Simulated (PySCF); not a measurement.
## Cr: ionisation energy

Cr [Ar] 3d5 4s1 (7S) → Cr⁺ [Ar] 3d5 (6S), as a difference of total energies. All numbers are calculated (PySCF 2.14, scalar relativity by spin-free X2C-1e, in x2c-TZVPPall with one added diffuse shell each of s, p, d, f type (7s6p5d3f1g, 80 functions)). Correlated levels: valence and next inner shell: [Ne] frozen. The calculations carry no spin-orbit coupling.

```
                                method  ionisation energy (eV)  error (eV)
                                   UHF                   6.016      -0.751
    MP2 (valence and next inner shell)                   6.768      +0.001
SCS-MP2 (valence and next inner shell)                   6.422      -0.345
   CCSD (valence and next inner shell)                   6.704      -0.063
CCSD(T) (valence and next inner shell)                   6.776      +0.009
```

Reference: 6.767 eV (measured; NIST Atomic Spectra Database, ionization energies).

Errors of the correlated levels include the incompleteness of this basis and the frozen core.
